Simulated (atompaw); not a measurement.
Plane-wave convergence, PAW (atompaw) potential for vanadium (V)

vanadium, PAW, made with atompaw 4.2.0.5 (PBEsol, non-relativistic). Core [Ar], reference 3d3 4s1 4p0 (charge +1). Waves: 4s (bound): rc 2.95 bohr; 4s channel at 0.95 Ry: rc 2.95 bohr; 4p (bound, empty): rc 2.50 bohr; 4p channel at -0.05 Ry: rc 2.95 bohr; 3d (bound): rc 2.35 bohr; 3d channel at -0.45 Ry: rc 2.35 bohr. Local part: bessel scheme, radius 2.60 bohr. Core correction: smooth core density matched at 2.35 bohr. Augmentation charge: sinc compensation charge, radius 2.30 bohr; PAW radius 2.95 bohr; waves and projectors: custom rrkj vanderbiltortho.

The pseudo-atom Hamiltonian at the reference potential is diagonalised in spherical Bessel functions j_l(qr) that vanish at 20 bohr, with q² up to the cutoff. All-electron valence levels (Ry): 4s -0.7939, 4p -0.4999, 3d -0.9417.

Problem. How do the lowest levels (Ry) of each channel move with the cutoff, and are there ghosts?

Solution.

| cutoff (Ry) | s #1 | p #1 | p #2 | d #1 | f #1 | f #2 | Σ f·Δε (mRy) |
| --- | --- | --- | --- | --- | --- | --- | --- |
| 8 | -0.7938 | -0.4997 | -0.1539 | -0.8580 | -0.0602 | 0.0353 | 251.3 |
| 10 | -0.7939 | -0.4999 | -0.1539 | -0.9049 | -0.0602 | 0.0353 | 110.5 |
| 12 | -0.7939 | -0.4999 | -0.1539 | -0.9275 | -0.0602 | 0.0353 | 42.7 |
| 15 | -0.7939 | -0.4999 | -0.1539 | -0.9372 | -0.0602 | 0.0353 | 13.6 |
| 18 | -0.7939 | -0.4999 | -0.1539 | -0.9412 | -0.0602 | 0.0353 | 1.6 |
| 21 | -0.7939 | -0.4999 | -0.1539 | -0.9414 | -0.0602 | 0.0353 | 0.9 |
| 25 | -0.7939 | -0.4999 | -0.1539 | -0.9415 | -0.0602 | 0.0353 | 0.8 |
| 30 | -0.7939 | -0.4999 | -0.1539 | -0.9416 | -0.0602 | 0.0353 | 0.3 |
| 400 | -0.7939 | -0.4999 | -0.1539 | -0.9417 | -0.0602 | 0.0353 | 0.0 |

Result: no extra level below or beside the all-electron valence levels (s, p, d, f tested); 10 mRy is reached at 18 Ry and 1 mRy at 21 Ry.
